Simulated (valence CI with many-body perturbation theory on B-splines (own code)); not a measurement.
Results of a calculation; reference values are marked as such.
**Sensitivity of CI+MBPT for Xe XXII**

Method: valence CI with perturbative core correlation (CI+MBPT): five valence electrons over a frozen Dirac-Fock core [Ar] 3d10, radial functions for each j: 6 s, 6 p, 5 d, 3 f, 1 g, with the one-electron correlation potential Σ1, the two-electron term Σ2, the three-electron term Σ3, Breit, model QED; selected CI, second order for the rest, scaled by the run's own slope (own B-spline code, finite nucleus).

No measured levels were compared; by estimate levels hold to about 250 cm⁻¹ or 0.2 % of their energy and the worst to 1 %, as in measured heavy ions of charge 2 to 7; those with d or f electrons hold less well. Among the levels kept, up to 670 cm⁻¹ of a level comes from second order outside the variational space, and about a tenth of that is noise between levels of different J, which matters for small intervals.

The reference run has the lowest level (4s^2 4p1/2^2 4p3/2) J=3/2 and an ionisation energy of 651.578 eV. Its largest variational space holds 9983 state functions.

Levels are named by their leading jj configuration (3d3/2^4 stands for four electrons in 3d with j = 3/2), which in mixed levels can hold well under half, so a name can repeat and another be missing. Letters in brackets count levels of one name in rising energy.

Changed runs:
A. scale of Σ1 1 → 0; scale of Σ2 1 → 0; three-electron term on → off; averaging of valence orbitals over low configurations on → off
B. selection threshold (hartree) 2e-08 → 1e-05
C. box radius (bohr) 5.2095 → 8.43
D. logarithmic knot step 0.27 → 1.1 (bad on purpose)

Excitation energies of the reference run in cm⁻¹, and shifts in cm⁻¹:

| Level | Reference | A | B | C | D |
| --- | --- | --- | --- | --- | --- |
| (4s^2 4p1/2 4p3/2^2) J=3/2 | 107891 | -1550 | -5.0 | -0.1 | +512 |
| (4s^2 4p1/2 4p3/2^2) J=5/2 | 133080 | -1146 | -5.8 | +0.1 | +533 |
| (4s^2 4p1/2 4p3/2^2) J=1/2 | 166359 | -428 | -10 | +0.2 | +531 |
| (4s^2 4p3/2^3) J=3/2 | 275647 | -2253 | -16 | 0 | +1060 |
| (4s 4p1/2^2 4p3/2^2) J=5/2 | 510090 | -2954 | -49 | -0.5 | -2578 |
| (4s 4p1/2^2 4p3/2^2) J=3/2 | 570715 | -1953 | -45 | -0.5 | -2249 |
| (4s 4p1/2^2 4p3/2^2) J=1/2 | 576361 | -1790 | -31 | -0.4 | -2444 |
| (4s 4p1/2 4p3/2^3) J=3/2 [a] | 645940 | -2971 | -50 | -0.5 | -1726 |
| (4s 4p1/2 4p3/2^3) J=5/2 | 678390 | -2790 | -75 | -0.5 | -1796 |
| (4s^2 4p1/2^2 4d3/2) J=3/2 | 695253 | +648 | +14 | -0.5 | +431 |
| (4s 4p1/2 4p3/2^3) J=1/2 | 719992 | -73 | -43 | -0.4 | -1603 |
| (4s^2 4p1/2^2 4d5/2) J=5/2 | 732366 | +747 | +13 | -0.6 | +888 |
| Ionisation energy (eV) | 651.578 | -1.072 | -0.00085 | -0.00018 | +0.093 |
